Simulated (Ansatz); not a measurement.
A nudged elastic band was laid between two geometries of C2H11ClSi3 (17 atoms, charge 0, multiplicity 1).

Level of theory: Ansatz, RKS PBE-D4/STO-3G.

| Quantity | Value |
| --- | --- |
| movable images | 5 |
| climbing image | yes |
| spring | 5.0 eV/Å² |
| optimiser | quadratic models (default) |
| start path | through a guess of the saddle point |
| force threshold | 0.05 eV/Å |
| iteration limit | 10 |
| end points | relaxed |

First end point:

```xyz
17
Properties=species:S:1:pos:R:3
C 2.205 -1.803 -1.148
Si 1.357 -0.268 -0.475
Cl 1.569 -0.284 1.636
C -0.473 -0.202 -0.888
Si -1.442 1.251 -0.156
Si -1.794 1.087 2.069
H 1.728 -2.722 -0.771
H 3.269 -1.826 -0.861
H 2.149 -1.815 -2.250
H 2.040 0.939 -0.933
H -0.944 -1.153 -0.585
H -0.553 -0.155 -1.989
H -2.718 1.312 -0.859
H -0.726 2.478 -0.483
H -3.052 1.735 2.411
H -1.892 -0.304 2.484
H -0.742 1.732 2.838
```

Last end point:

```xyz
17
Properties=species:S:1:pos:R:3
C 2.101 -1.903 -1.182
Si 1.347 -0.343 -0.458
Cl 1.505 -0.469 1.655
C -0.463 -0.127 -0.905
Si -1.343 1.359 -0.128
Si -1.769 1.117 2.077
H 1.554 -2.802 -0.855
H 3.155 -2.013 -0.877
H 2.067 -1.865 -2.285
H 2.124 0.832 -0.844
H -1.008 -1.054 -0.655
H -0.513 -0.028 -2.005
H -2.590 1.548 -0.859
H -0.529 2.542 -0.378
H -1.982 -0.280 2.421
H -0.693 1.643 2.902
H -2.984 1.843 2.419
```

Question: Which bonds break or form, and what moves?

Answer: No bond is made or broken. The dihedral C4–Si5–Si6–H16 goes from -30 to 91°. The two ends are copies of one structure, up to a mirror image or an exchange of like atoms.

Question: Give the energies along the band, and the barrier.

Answer: The run ended unconverged. The highest image is number 2 of 0 to 6, 4.1 kJ/mol above the ends, which have the same energy within 2 meV. The band didn't meet its force threshold, so its energies are provisional: the largest band force was still 0.08 eV/Å, and over the last iterations the top stayed at 0.05 eV. Limits of this set-up: minimal basis.

| image | path coordinate (Å) | energy (kJ/mol) | dihedral C4–Si5–Si6–H16 (°) |
| --- | --- | --- | --- |
| 0 | 0.00 | 0.0 | -30 |
| 1 | 0.88 | 2.1 | -12 |
| 2 | 1.76 | 4.1 | 11 |
| 3 | 2.68 | 3.4 | 35 |
| 4 | 3.59 | 1.8 | 59 |
| 5 | 4.51 | 0.5 | 76 |
| 6 | 5.43 | 0.0 | 91 |

The band took 10 iterations and of the order of 4 core-minutes.

Run time: 6 min on 1 CPU thread of a shared host.
